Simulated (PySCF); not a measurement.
Electron affinity of As by level of theory

As- [Ar] 3d10 4s2 4p4 (3P) → As [Ar] 3d10 4s2 4p3 (4S), as a difference of total energies. Calculation: PySCF 2.14, in aug-cc-pVTZ-DK (7s6p4d2f, 59 functions); scalar relativity by spin-free X2C-1e. Correlated levels: valence: [Ar] 3d10 frozen. The calculations carry no spin-orbit coupling.

| method | electron affinity (eV) |
| --- | --- |
| UHF | -0.298 |
| LDA | 1.064 |
| PBE | 0.847 |
| PBE0 | 0.752 |
| r2SCAN | 0.802 |
| TPSSh | 0.765 |
| TPSS | 0.797 |
| HSE06 | 0.805 |
| B3LYP | 0.967 |
| MP2 (valence) | 0.454 |
| SCS-MP2 (valence) | 0.514 |

A first-order spin-orbit estimate (lowest level to lowest level, LS coupling) adds 0.065 eV.

Errors of the correlated levels include the incompleteness of this basis and the frozen core.

A negative affinity means that the anion lies above the atom at that level of theory.

In the anion the highest occupied orbital energy is positive at LDA, PBE, PBE0, r2SCAN, TPSSh, TPSS, HSE06, B3LYP, a self-interaction effect; the basis confines that electron, and the energy difference can still be sensible.

For comparison: 0.804 eV (measured; photodetachment measurements, as compiled on the Wikipedia data page of electron affinities).
